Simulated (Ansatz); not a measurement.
A search over several starts for the lowest SCF solution of [EuCl6]3- (EuCl6³⁻) at the given spin, in a small basis.

```yaml
crystal:
  periodic: [false, false, false]
  atoms:
    - {symbol: Eu, position_ang: [-0.000073, 0.000088, -0.000007]}
    - {symbol: Cl, position_ang: [0.006612, 0.025672, 2.785349]}
    - {symbol: Cl, position_ang: [-0.007665, -0.024797, -2.785475]}
    - {symbol: Cl, position_ang: [2.785085, -0.018817, 0.049096]}
    - {symbol: Cl, position_ang: [-2.785014, 0.017841, -0.049149]}
    - {symbol: Cl, position_ang: [-0.037820, 2.785079, 0.031094]}
    - {symbol: Cl, position_ang: [0.038875, -2.785075, -0.030918]}
basis:
  gaussian: {orbitals: def2-SVP, initial_orbitals: start.molden}
total_charge: -3
magnetization: {spin_polarized: true, initial_magnetization: 6}
hamiltonian: {xc: pbe0, dispersion: d4}
output: {orbitals: {seedname: orbitals}}
```

The file start.molden holds the orbitals of an earlier run on this structure, at another level or in another basis.

```sh
$ ansatz run in.yaml --threads 4 --pin off --events-out ev --progress --plain --max-ram 6963MiB
```

Output, abridged:

```
Functional definition: PBE0
  name "PBE0"
  cite "Adamo & Barone, J. Chem. Phys. 110, 6158 (1999) doi:10.1063/1.478522"
  cite "Perdew, Burke & Ernzerhof, Phys. Rev. Lett. 77, 3865 (1996) doi:10.1103/PhysRevLett.77.3865"
  parent pbe
  parameter a = 0.25
  parameter kappa = 0.804
  parameter beta = 0.06672455060314922
  exchange = (1 - a)*pbe_x(kappa = kappa, mu = beta*pi^2/3) + a*exact_x
  correlation = pbe_c(beta = beta)
basis functions trapped inside cores are left out: 1
1622 factors; integrals over basis functions are off by at most 5.0e-4 eV
mean field evaluation 1: about -94423.9477 eV, gradient 8.3e0 eV
mean field evaluation 2: about -94424.1249 eV, gradient 6.0e-1 eV
mean field evaluation 4: about -94424.2544 eV, gradient 3.3e-1 eV
mean field evaluation 8: about -94424.2549 eV, gradient 4.9e-5 eV
mean field evaluation 16: about -94424.2549 eV, gradient 9.3e-6 eV
mean field evaluation 32: about -94424.0349 eV, gradient 7.2e-1 eV
mean field evaluation 64: about -94424.2514 eV, gradient 8.0e-2 eV
mean field -94424.25487777 eV, -3470.0273636992 hartree, gradient 9.3e-6 eV, S^2 12.051466; 7 other end points of the search recorded, 0 dependent functions left out
reference -94424.25493524 eV, -3470.0273658112 hartree; 73, 67 occupied and 112, 118 virtual orbitals, 1622 factors
Total energy: -94424.58577051 eV, -3470.0395237834 hartree
```

Run time 24 s (4 threads of AMD EPYC 9R45 on a shared host), peak host memory 1.2 GiB.

In the def2 sets Eu takes a core potential; there is no spin–orbit coupling. With an open 4f shell the SCF may have ended on a state above the lowest. A multiply charged anion in the gas phase is held together partly by the finite basis. The highest occupied level of the charge -3 septet lies above zero (up to 3.98 eV). The electron is either unbound and held by the finite basis, or the level is raised by self-interaction error.
